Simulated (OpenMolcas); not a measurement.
Pr3+ among 8 point charges of -0.5 e arranged as a hexagonal bipyramid (D6h). The axial distance is 1.17 times the equatorial one, R.

* Program: OpenMolcas 26.06
* Method: CASSCF
* Basis: ANO-RCC-VDZP [7s6p4d2f1g]
* Scalar Hamiltonian: DKH2, point nucleus
* Active space: 2 electrons in 7 orbitals (4f)
* State averaging: 2S+1 = 3 even, 21 roots; 2S+1 = 1 even, 27 roots kept (CI in the orbitals of an earlier block)
* Spin-orbit coupling: state interaction with AMFI integrals over the reference wave functions

All point charges move together. At R = 2.56 Å the width of the lowest J multiplet is 539 cm-1, and at R = 2.68 Å it is 469 cm-1.

Q: A third run gives 313 cm-1. What distance was it run at?

A: With a power law R^-n the two known points give n = -ln(469 / 539) / ln(2.68 / 2.56) = 3.04. Then R = 2.56 × (539 / 313)^(1/3.04) = 3.061 Å. The run was at 3.07 Å, so the estimate is off by -0.009 Å.

This is an electrostatic model: the charges have no orbitals. An unlabelled pair can be two single states that coincide in this model. A group larger than the point group allows holds several states that coincide in this model. No measured value stands beside these numbers.
